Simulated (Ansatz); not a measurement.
A nudged elastic band was laid between two geometries of CH4FOSi (8 atoms, charge 1, multiplicity 1).

Theory: Ansatz 0.2.0, RKS PBE0/def2-SVP.

| Property | Result |
| --- | --- |
| movable images | 9 |
| climbing image | yes |
| spring | 5.0 eV/Å² |
| optimiser | fire |
| start path | through a guess of the saddle point |
| force threshold | 0.05 eV/Å |
| iteration limit | 60 |
| end points | relaxed |

Image 0:

```xyz
8
Properties=species:S:1:pos:R:3
O -0.733 1.520 -0.302
C 0.059 0.898 0.441
Si 0.358 -0.992 0.046
F -0.663 -0.958 -1.224
H -1.109 0.937 -1.014
H 0.489 1.529 1.239
H 1.767 -1.152 -0.363
H -0.169 -1.781 1.177
```

Image 10:

```xyz
8
Properties=species:S:1:pos:R:3
O -0.164 1.749 0.586
C -0.392 0.807 -0.211
Si 0.242 -1.051 -0.136
F -0.468 -1.666 -1.431
H 0.405 1.541 1.357
H -1.042 1.135 -1.046
H 1.713 -0.940 -0.260
H -0.293 -1.574 1.141
```

**Question.** What changes between the two ends?

**Answer.** No bond is made or broken. The dihedral O1–C2–Si3–F4 goes from 0 to 178°.

**Question.** What energy profile does the band end with?

**Answer.** The forces met the threshold. The highest image is number 5 of 0 to 10, 0.280 eV above the first end and 0.038 eV above the last; the last end lies 0.242 eV above the first. Another band between the same ends (9 images) ends at a top of the same energy, where a vibrational analysis finds 1 clearly imaginary mode. Limits of this set-up: the dipole of an ion depends on the origin.

```tsv
image	path coordinate (Å)	energy (eV)	dihedral O1–C2–Si3–F4 (°)
0	0.00	0.000	0
1	0.52	0.049	16
2	1.04	0.151	33
3	1.56	0.235	49
4	2.07	0.275	67
5	2.58	0.280	84
6	3.10	0.267	104
7	3.63	0.253	123
8	4.15	0.245	142
9	4.67	0.243	161
10	5.18	0.242	178
```

**Question.** What is the geometry of the highest image?

**Answer.** 
```xyz
8
Properties=species:S:1:pos:R:3
O -0.993 1.500 0.199
C 0.124 0.934 0.144
Si 0.409 -1.011 -0.065
F 0.296 -1.068 -1.667
H -1.774 0.903 0.189
H 0.947 1.675 0.154
H 1.756 -1.309 0.450
H -0.764 -1.624 0.595
```

The band took 45 iterations and roughly 10 core-minutes.

The run took 9.7 min on 1 thread of Intel(R) Xeon(R) Platinum 8559C (Emerald Rapids) (shared host), peak memory 0.17 GiB.
